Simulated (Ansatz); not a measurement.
`[OH][AlH][C]#CS`. Total charge 0; spin multiplicity 1.

Cartesian coordinates in Å:
```
O -1.0848 1.6913 1.7250
Al 0.2966 0.7561 1.4416
C 0.4093 -0.3037 -0.1278
C 0.4876 -0.9880 -1.1342
S 0.7262 -1.9689 -2.4681
H -1.8304 1.7194 1.1278
H 1.4447 0.8082 2.5105
H -0.4491 -1.7143 -3.0748
```

Question: What are the harmonic wavenumbers in cm⁻¹ at PBE0-D4/def2-TZVP (Ansatz, finite differences of forces, unscaled)? (Estimate.)

Answer: Ansatz gave: 76, 94, 134, 221, 372, 377, 413, 418, 509, 613, 687, 847, 899, 977, 1993, 2178, 2670, 3960.

Question: Is this a minimum?

Answer: Yes, all 18 modes are real.

Question: Give the ideal-gas thermochemistry at 298.15 K and 1 bar (rigid rotor, harmonic oscillator; point group Cs, symmetry number 1).

Answer: Zero-point energy 104.3 kJ/mol; H(298) − E = 126.4 kJ/mol; entropy 357.1 J/(mol·K), of which translation 166.5, rotation 114.7, vibration 75.8; G(298) − E = 19.9 kJ/mol. Modes under 100 cm⁻¹ are hindered rotations or soft bends, so the harmonic entropy is rough.
